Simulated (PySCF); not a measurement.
**Radial density of Cu (copper, neutral)**

UHF, [Ar] 3d9 4s2, 2D determinant (an excited configuration). All numbers are calculated (PySCF 2.14, a scalar-relativistic core potential, in aug-cc-pVTZ-PP with ECP10MDF). This is the valence pseudo-density: the core potential removes the inner electrons and smooths the orbitals near the nucleus.

```json
{"r (bohr)": "0.00610", "4πr²ρ (e/bohr)": "1.637e-05", "4πr²(ρα − ρβ)": "0.0000"}
{"r (bohr)": "0.0103", "4πr²ρ (e/bohr)": "4.406e-05", "4πr²(ρα − ρβ)": "0.0000"}
{"r (bohr)": "0.0173", "4πr²ρ (e/bohr)": "0.0001162", "4πr²(ρα − ρβ)": "0.0000"}
{"r (bohr)": "0.0290", "4πr²ρ (e/bohr)": "0.0004031", "4πr²(ρα − ρβ)": "0.0000"}
{"r (bohr)": "0.0489", "4πr²ρ (e/bohr)": "0.003295", "4πr²(ρα − ρβ)": "0.0003"}
{"r (bohr)": "0.0822", "4πr²ρ (e/bohr)": "0.04065", "4πr²(ρα − ρβ)": "0.0044"}
{"r (bohr)": "0.138", "4πr²ρ (e/bohr)": "0.4103", "4πr²(ρα − ρβ)": "0.0455"}
{"r (bohr)": "0.232", "4πr²ρ (e/bohr)": "2.891", "4πr²(ρα − ρβ)": "0.2805"}
{"r (bohr)": "0.391", "4πr²ρ (e/bohr)": "13.42", "4πr²(ρα − ρβ)": "0.8795"}
{"r (bohr)": "0.658", "4πr²ρ (e/bohr)": "22.26", "4πr²(ρα − ρβ)": "1.1541"}
{"r (bohr)": "1.11", "4πr²ρ (e/bohr)": "8.816", "4πr²(ρα − ρβ)": "0.5433"}
{"r (bohr)": "1.86", "4πr²ρ (e/bohr)": "1.903", "4πr²(ρα − ρβ)": "0.0953"}
{"r (bohr)": "3.13", "4πr²ρ (e/bohr)": "0.6618", "4πr²(ρα − ρβ)": "-0.0015"}
{"r (bohr)": "5.27", "4πr²ρ (e/bohr)": "0.1016", "4πr²(ρα − ρβ)": "-0.0045"}
{"r (bohr)": "8.86", "4πr²ρ (e/bohr)": "0.001755", "4πr²(ρα − ρβ)": "-0.0002"}
```

Energies and moments cover only the electrons outside the core potential.

Problem. Where is the radial spin density 4πr²(ρα − ρβ) most negative, and why is it negative at all?

Solution. Around r = 5.27 bohr, down to -0.0045 e/bohr: exchange with the open shell polarises the paired shells in an unrestricted calculation.
